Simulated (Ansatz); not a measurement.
Relaxation of C$_{2}$H$_{6}$BCl (10 atoms, charge 0, multiplicity 1), to a largest force component of 0.03 eV/Å in at most 50 steps.

These are results of UKS PBE0-D4/def2-SVP in Ansatz 0.2.0, not measurements.

```xyz
10
Properties=species:S:1:pos:R:3:forces:R:3
B -0.135 0.353 0.355 -0.01 0.13 0.09
Cl 0.249 -1.298 -2.319 0.07 0.22 -0.01
C -0.471 1.530 -0.316 0.09 -0.18 -0.06
H 0.405 -0.101 -1.788 -0.10 -0.19 -0.02
C 0.246 -0.894 1.148 -0.01 -0.01 0.02
H -1.271 1.597 -1.059 -0.03 0.00 0.00
H 0.049 2.469 -0.099 0.01 0.00 0.00
H -0.606 -1.597 1.119 -0.01 0.03 0.00
H 1.125 -1.421 0.751 0.01 0.02 -0.02
H 0.410 -0.637 2.208 -0.01 0.00 0.00
```

Question: Where does it end, and by what steps?

Answer: The forces met the threshold. After 16 steps the energy has fallen by 0.068 eV; Cl2 moved furthest, 0.68 Å.

| step | energy less start (eV) | largest force component (eV/Å) | accepted |
| --- | --- | --- | --- |
| 0 | 0.0000 | 0.215 | yes |
| 1 | 0.0173 | 0.743 | no |
| 2 | -0.0148 | 0.307 | yes |
| 3 | -0.0283 | 0.243 | yes |
| 4 | -0.0456 | 0.115 | yes |
| 5 | -0.0410 | 0.472 | no |
| 6 | -0.0548 | 0.077 | yes |
| 7 | -0.0597 | 0.193 | yes |
| 8 | -0.0447 | 0.521 | no |
| 9 | -0.0642 | 0.072 | yes |
| 10 | -0.0657 | 0.034 | yes |
| 11 | -0.0669 | 0.077 | yes |
| 12 | -0.0674 | 0.046 | yes |
| 13 | -0.0679 | 0.038 | yes |
| 14 | -0.0680 | 0.049 | yes |
| 15 | -0.0682 | 0.033 | yes |
| 16 | -0.0683 | 0.018 | yes |

```xyz
10
Properties=species:S:1:pos:R:3
B -0.152 0.340 0.450
Cl 0.742 -0.911 -2.575
C -0.486 1.409 -0.379
H 0.214 -0.018 -1.752
C 0.201 -0.899 1.261
H -1.511 1.586 -0.722
H 0.240 2.185 -0.646
H -0.734 -1.480 1.366
H 0.919 -1.538 0.724
H 0.567 -0.673 2.273
```

Whether the end is a true minimum wasn't checked by a vibrational analysis.

Time of the run: 110 s on 2 threads of Intel(R) Xeon(R) Processor @ 2.50GHz (Skylake/Cascade Lake) (shared host), peak memory 0.25 GiB.
